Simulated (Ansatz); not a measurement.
CH₄OSSi (`O[SiH]1CS1`). Total charge 0; spin multiplicity 1.

```tsv
atom	x (Å)	y (Å)	z (Å)
O1	0.552	1.359	1.258
Si2	0.567	0.462	-0.105
C3	-0.438	-1.053	-0.316
S4	-1.074	0.374	-1.375
H5	-0.304	1.554	1.646
H6	1.933	0.544	-0.644
H7	-0.086	-1.890	-0.912
H8	-1.152	-1.349	0.448
```

Task: List the harmonic frequencies (cm⁻¹, unscaled) at PBE0-D4/def2-TZVP in Ansatz. (Estimate.)

Result: Computed: 200, 258, 325, 519, 561, 637, 732, 766, 814, 898, 941, 969, 1027, 1422, 2303, 3121, 3201, 3908.

Task: Is this a minimum?

Result: Yes, all 18 modes are real.

Task: Give the ideal-gas thermochemistry at 298.15 K and 1 bar (rigid rotor, harmonic oscillator; point group C1, symmetry number 1).

Result: Zero-point energy 135.2 kJ/mol; H(298) − E = 151.4 kJ/mol; entropy 305.1 J/(mol·K), of which translation 165.3, rotation 107.2, vibration 32.6; G(298) − E = 60.5 kJ/mol.

Task: And at 400, 500, 600, 800 and 1000 K?

Result: 
| T (K) | H − E (kJ/mol) | S (J/mol/K) | G − E (kJ/mol) |
| --- | --- | --- | --- |
| 400 | 161.0 | 332.7 | 28.0 |
| 500 | 172.0 | 357.0 | -6.6 |
| 600 | 184.0 | 378.9 | -43.4 |
| 800 | 210.2 | 416.6 | -123.0 |
| 1000 | 238.7 | 448.3 | -209.6 |
